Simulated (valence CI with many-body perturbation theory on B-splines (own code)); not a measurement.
## V16+: what each term of the Hamiltonian does

Computed by configuration interaction combined with many-body perturbation theory (CI+MBPT): five valence electrons over a frozen Dirac-Fock core [He], a basis of 9 s, 9 p, 8 d, 6 f, 3 g, 1 h functions for each j, with the one-electron correlation potential Σ1, the two-electron term Σ2, the three-electron term Σ3, Breit, model QED; selected CI, second order for the rest (own B-spline code, finite nucleus).

No measured spectrum was set against this ion. As an estimate, levels of excited configurations hold to 0.05 to 0.15 % of their energy, terms of the ground configuration to about 0.5 %. Among the levels kept, up to 1900 cm⁻¹ of a level comes from second order outside the variational space, and about a tenth of that is noise between levels of different J, which matters for small intervals.

Each rung adds one term. CI alone is the Dirac-Coulomb CI over the frozen core; QED comes last and gives the full result, which names the levels. Energies are above 2s2 2p3 4S°_3/2 on the same rung, in eV.

```
            Level  CI alone
  2s2 2p3 2D°_3/2     14.90
  2s2 2p3 2D°_5/2     17.65
  2s2 2p3 2P°_1/2     26.20
  2s2 2p3 2P°_3/2     30.03
    2s 2p4 4P_5/2     78.31
    2s 2p4 4P_3/2     83.09
    2s 2p4 4P_1/2     85.04
    2s 2p4 2D_3/2    108.14
    2s 2p4 2D_5/2    109.02
    2s 2p4 2S_1/2    124.49
    2s 2p4 2P_3/2    129.81
    2s 2p4 2P_1/2    136.61
      2p5 2P°_3/2    204.19
      2p5 2P°_1/2    212.04
2s2 2p2 3s 4P_1/2    660.34
2s2 2p2 3s 4P_3/2    664.63
```

(1) What do these energies become with core correlation, Breit and QED?

(2) How does the ionisation energy move along the ladder, and which term matters most?

Results:

(1) 2s2 2p3 2D°_3/2 15.04 (+0.133); 2s2 2p3 2D°_5/2 17.43 (-0.218); 2s2 2p3 2P°_1/2 26.27 (+0.066); 2s2 2p3 2P°_3/2 29.87 (-0.155); 2s 2p4 4P_5/2 77.83 (-0.485); 2s 2p4 4P_3/2 82.62 (-0.477); 2s 2p4 4P_1/2 84.53 (-0.511); 2s 2p4 2D_3/2 107.55 (-0.588); 2s 2p4 2D_5/2 108.29 (-0.727); 2s 2p4 2S_1/2 124.07 (-0.425); 2s 2p4 2P_3/2 128.89 (-0.920); 2s 2p4 2P_1/2 135.65 (-0.960); 2p5 2P°_3/2 203.00 (-1.187); 2p5 2P°_1/2 210.64 (-1.400); 2s2 2p2 3s 4P_1/2 660.48 (+0.140); 2s2 2p2 3s 4P_3/2 664.60 (-0.026).

(2) CI alone 1164.5, + Σ1 1164.8, + Σ2 1164.8, + Σ3 1164.7, + Breit 1164.5, + QED 1164.5 eV. The largest step is Σ1, 0.3 eV. NIST lists 1165.2 ± 1.1 eV (semi-empirical).
